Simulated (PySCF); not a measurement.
C4H7O (SMILES [CH]1CCOC1), doublet, at a GFN2-xTB geometry; DF-PBE0/pcseg-1 in PySCF.

Here is a job for PySCF.
```python
from pyscf import gto, scf, dft

mol = gto.M(
    atom='''
C     0.39615140   -1.17435019   -0.08488802
C     1.24097810   -0.03210821    0.32662047
C     0.19419249    1.08466725    0.46820673
O    -0.88767801    0.72850739   -0.37076340
C    -0.95889722   -0.68402581   -0.41439081
H     0.71474834   -2.19101429   -0.17726762
H     1.78917659   -0.20931134    1.25589251
H     1.98423700    0.21871540   -0.44345930
H     0.54855254    2.06541774    0.14884975
H    -0.14825554    1.15023996    1.51220609
H    -1.30758986   -0.97637199   -1.41435287
H    -1.71399345   -1.05083300    0.31094843
''',
    basis='pcseg-1',
    spin=1,
    verbose=4,
)

mf = dft.UKS(mol)
mf.xc = 'pbe0'
mf.grids.atom_grid = (99, 590)
mf = mf.density_fit(auxbasis='def2-universal-jkfit')
mf.kernel()
```

**Question.** Predict the main parts of the log of this PySCF run.

**Answer.** 
```
PySCF version 2.14.0

[INPUT] verbose = 4
[INPUT] num. atoms = 12
[INPUT] num. electrons = 39
[INPUT] charge = 0
[INPUT] spin (= nelec alpha-beta = 2S) = 1
[INPUT] symmetry False subgroup None
[INPUT] Mole.unit = angstrom
[INPUT] Symbol           X                Y                Z      unit          X                Y                Z       unit  Magmom
[INPUT]  1 C      0.396151400000  -1.174350190000  -0.084888020000 AA    0.748617649863  -2.219200233431  -0.160415109057 Bohr   0.0
[INPUT]  2 C      1.240978100000  -0.032108210000   0.326620470000 AA    2.345108735583  -0.060675723250   0.617223234977 Bohr   0.0
[INPUT]  3 C      0.194192490000   1.084667250000   0.468206730000 AA    0.366970621547   2.049724038785   0.884782489378 Bohr   0.0
[INPUT]  4 O     -0.887678010000   0.728507390000  -0.370763400000 AA   -1.677468325699   1.376679446822  -0.700641283013 Bohr   0.0
[INPUT]  5 C     -0.958897220000  -0.684025810000  -0.414390810000 AA   -1.812053127407  -1.292621443034  -0.783085139437 Bohr   0.0
[INPUT]  6 H      0.714748340000  -2.191014290000  -0.177267620000 AA    1.350678610588  -4.140416943108  -0.334987252553 Bohr   0.0
[INPUT]  7 H      1.789176590000  -0.209311340000   1.255892510000 AA    3.381053743583  -0.395541107366   2.373292885793 Bohr   0.0
[INPUT]  8 H      1.984237000000   0.218715400000  -0.443459300000 AA    3.749664496229   0.413312205225  -0.838016624391 Bohr   0.0
[INPUT]  9 H      0.548552540000   2.065417740000   0.148849750000 AA    1.036614065535   3.903073861418   0.281285261210 Bohr   0.0
[INPUT] 10 H     -0.148255540000   1.150239960000   1.512206090000 AA   -0.280162367050   2.173638501931   2.857655353999 Bohr   0.0
[INPUT] 11 H     -1.307589860000  -0.976371990000  -1.414352870000 AA   -2.470986718658  -1.845075656797  -2.672739567793 Bohr   0.0
[INPUT] 12 H     -1.713993450000  -1.050833000000   0.310948430000 AA   -3.238978199798  -1.985786572655   0.587607371563 Bohr   0.0

nuclear repulsion = 182.372424230173
number of shells = 29
number of NR pGTOs = 174
number of NR cGTOs = 105
basis = pcseg-1
ecp = {}

******** <class 'pyscf.df.df_jk.DFUKS'> ********
method = DFUKS
initial guess = minao
damping factor = 0
level_shift factor = 0
DIIS = <class 'pyscf.scf.diis.CDIIS'>
diis_start_cycle = 1
diis_space = 8
diis_damp = 0
SCF conv_tol = 1e-09
SCF conv_tol_grad = None
SCF max_cycles = 50
direct_scf = False
number electrons alpha = 20  beta = 19
XC library pyscf.dft.libxc version 7.1.2
    S. Lehtola, C. Steigemann, M. J. T. Oliveira, and M. A. L. Marques,  SoftwareX 7, 1–5 (2018)
XC functionals = pbe0
    C. Adamo and V. Barone,  J. Chem. Phys. 110, 6158 (1999)
    M. Ernzerhof and G. E. Scuseria,  J. Chem. Phys. 110, 5029 (1999)
radial grids:
    Treutler-Ahlrichs [JCP 102, 346 (1995); DOI:10.1063/1.469408] (M4) radial grids

becke partition: Becke, JCP 88, 2547 (1988); DOI:10.1063/1.454033
pruning grids: <function nwchem_prune>
grids dens level: 3
symmetrized grids: False
atomic radii adjust function: <function treutler_atomic_radii_adjust>
User specified grid scheme (99, 590)
small_rho_cutoff = 0
Set gradient conv threshold to 3.16228e-05
tot grids = 388992
******** <class 'pyscf.df.df.DF'> ********
auxbasis = def2-universal-jkfit
init E= -232.080270616075

cycle= 1 E= -231.416814805072  delta_E= 0.663  |g|= 0.343  |ddm|= 2.39
cycle= 2 E= -231.377073188984  delta_E= 0.0397  |g|= 0.488  |ddm|= 0.764
cycle= 3 E= -231.466726624388  delta_E= -0.0897  |g|= 0.0419  |ddm|= 0.471
cycle= 4 E= -231.467366442801  delta_E= -0.00064  |g|= 0.0204  |ddm|= 0.0535
cycle= 5 E= -231.467589346323  delta_E= -0.000223  |g|= 0.00548  |ddm|= 0.023
cycle= 6 E= -231.467608757022  delta_E= -1.94e-05  |g|= 0.000977  |ddm|= 0.00762
cycle= 7 E= -231.467610019071  delta_E= -1.26e-06  |g|= 0.000386  |ddm|= 0.00245
cycle= 8 E= -231.467610103812  delta_E= -8.47e-08  |g|= 0.000184  |ddm|= 0.000591
cycle= 9 E= -231.467610125103  delta_E= -2.13e-08  |g|= 3.4e-05  |ddm|= 0.000234
cycle= 10 E= -231.467610126192  delta_E= -1.09e-09  |g|= 8.76e-06  |ddm|= 6.45e-05
cycle= 11 E= -231.467610126272  delta_E= -8.03e-11  |g|= 5.79e-06  |ddm|= 2.25e-05
Extra cycle  E= -231.467610126274  delta_E= -2.05e-12  |g|= 5.94e-06  |ddm|= 1.04e-05
converged SCF energy = -231.467610126274  <S^2> = 0.75454454  2S+1 = 2.0045394
```
